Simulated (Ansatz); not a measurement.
Ansatz (a quantum-chemistry and plane-wave program) input (PBE0/STO-3G):

Ansatz 0.2 input:
```yaml
crystal:
  periodic: [false, false, false]
  atoms:
    - {symbol: Si, position_ang: [0.23074431, -0.00199653, -1.03087100]}
    - {symbol: C, position_ang: [1.76283007, -0.39303382, -1.74625183]}
    - {symbol: C, position_ang: [-1.18658798, -1.18952272, -1.42486773]}
    - {symbol: C, position_ang: [-0.34101954, 1.78771306, -1.24136662]}
    - {symbol: Br, position_ang: [-0.10227661, -0.06390430, 1.50811104]}
    - {symbol: H, position_ang: [2.09034133, -1.42847891, -1.80724595]}
    - {symbol: H, position_ang: [2.58593842, 0.31651214, -1.69969391]}
    - {symbol: H, position_ang: [-0.87866158, -2.21662119, -1.21626856]}
    - {symbol: H, position_ang: [-1.45344037, -1.12211251, -2.48335476]}
    - {symbol: H, position_ang: [-2.06610208, -0.97213636, -0.81711643]}
    - {symbol: H, position_ang: [-0.56931184, 1.99089286, -2.29148553]}
    - {symbol: H, position_ang: [0.45234224, 2.46982637, -0.92742065]}
    - {symbol: H, position_ang: [-1.22318034, 1.99578041, -0.63418970]}
basis:
  gaussian:
    orbitals: STO-3G
hamiltonian:
  xc: {name: PBE0}
total_charge: -1
```

Output:

```
Functional definition: PBE0
integrals: 0.01 GiB planned
598 factors; integrals over basis functions are off by at most 3.5e-5 eV
mean field: 0.22 GiB planned
mean field evaluation 1: about -80251.6675 eV, gradient 2.7e1 eV
mean field evaluation 2: about -80245.2804 eV, gradient 5.1e1 eV
mean field evaluation 4: about -80254.6829 eV, gradient 8.1e-1 eV
mean field evaluation 8: about -80254.6367 eV, gradient 1.9e-2 eV
mean field -80254.63669549 eV, -2949.3035000128 hartree, gradient 3.2e-5 eV, S^2 0.000000; 0 other end points of the search recorded, 0 dependent functions left out
reference -80254.63671452 eV, -2949.3035007122 hartree; 38, 38 occupied and 12, 12 virtual orbitals, 598 factors
Total energy: -80254.63671452 eV, -2949.3035007122 hartree
```

It need not be the lowest isomer of its formula. Whether it binds its extra electron was not tested at this geometry.
